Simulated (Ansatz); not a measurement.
CH₃F₄NbO, SMILES `C[O][Nb]([F])([F])([F])[F]`, relaxed with RKS PBE0-D4/def2-TZVP in Ansatz 0.2.0 from a PBE-D4/def2-SVP geometry. The force threshold is 0.005 eV/Å; the program also tests the step.

The species carries charge 0 and has multiplicity 1. Nb: def2 effective core potential.

Start:

```xyz
10

C    -0.506   -1.775   -0.149
O    -0.133   -0.423   -0.056
Nb    0.376    1.325    0.107
F    -0.318    1.778    1.805
F    -0.960    2.447   -0.590
F     2.066    1.420    0.922
F     1.291    1.628   -1.518
H    -1.224   -2.019    0.661
H     0.393   -2.419   -0.050
H    -0.985   -1.962   -1.132
```

```csv
step,energy (eV),largest force (eV/Å),largest move (Å)
1,-15551.2609,0.692,0.000
2,-15551.3108,0.228,0.027
3,-15551.3123,0.058,0.005
4,-15551.3124,0.059,0.016
5,-15551.3126,0.019,0.021
6,-15551.3127,0.021,0.033
7,-15551.3128,0.029,0.035
8,-15551.3129,0.017,0.012
9,-15551.3129,0.012,0.011
10,-15551.3131,0.046,0.046
11 (rejected),-15551.3122,0.179,0.112
12,-15551.3135,0.020,0.023
13,-15551.3137,0.108,0.096
14,-15551.3142,0.070,0.010
15,-15551.3148,0.042,0.028
16,-15551.3159,0.057,0.077
17 (rejected),-15551.3120,0.357,0.196
18,-15551.3162,0.027,0.012
19,-15551.3174,0.023,0.054
20,-15551.3200,0.173,0.146
21,-15551.3213,0.248,0.106
22,-15551.3235,0.158,0.040
23,-15551.3256,0.077,0.049
24,-15551.3259,0.022,0.021
25,-15551.3259,0.020,0.010
26,-15551.3260,0.008,0.005
27,-15551.3260,0.001,0.004
```

End:

```xyz
10

C    -0.494   -1.669   -0.097
O     0.122   -0.468   -0.508
Nb    0.417    1.264   -0.006
F    -0.549    0.995    1.589
F    -0.873    2.495   -0.499
F     1.915    1.577    1.035
F     1.407    1.731   -1.524
H    -0.975   -1.522    0.873
H     0.267   -2.447   -0.021
H    -1.238   -1.955   -0.842
```

Run time 2.6 min (4 threads of an Arm Neoverse V1 on a shared host); peak host memory 0.74 GiB.
